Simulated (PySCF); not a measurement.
Species: C7H15BO.
Atom-mapped SMILES: `[CH3:1][O:2][CH2:3][C@H:4]1[CH2:5][BH:6][CH2:7][CH2:8][CH2:9]1` (hydrogens: H10, H11, H12 on C1; H13, H14 on C3; H15 on C4; H16, H17 on C5; H18 on B6; H19, H20 on C7; H21, H22 on C8; H23, H24 on C9)

The closed-shell ground state was solved at several levels (PySCF, density fitting, gas phase, non-relativistic). Geometry: PBE0-D3(BJ)/def2-SVP, one conformer, isolated molecule.

```tsv
level	basis functions	total energy (Eh)	HOMO (eV)	LUMO (eV)	gap (eV)	dipole (D)
PBE0/pcSseg-1	228	-375.3335	-7.18	-0.71	6.47	0.93
CAM-B3LYP/def2-SVPD	303	-375.3729	-8.68	0.34	9.02	0.95
```

Problem. Estimate the row for mPW1PW91/pcSseg-1, a basis of 228 functions; the other rows only guide the guess.

Solution. Total energy -375.7032 Eh, HOMO -7.22 eV, LUMO -0.70 eV, gap 6.52 eV, dipole 0.95 D.

Problem. Over all these levels, which gives the widest orbital gap and which the narrowest?

Solution. CAM-B3LYP/def2-SVPD (range-separated hybrid) has the widest, 9.02 eV, and PBE0/pcSseg-1 (global hybrid, 25 % exact exchange) the narrowest, 6.47 eV. Functional and basis both differ between the two, so the spread mixes both effects.

Problem. How far do the dipole and the HOMO energy spread over the levels?

Solution. The dipole runs from 0.93 to 0.95 D (mean 0.94 D) and the HOMO from -8.68 to -7.18 eV.
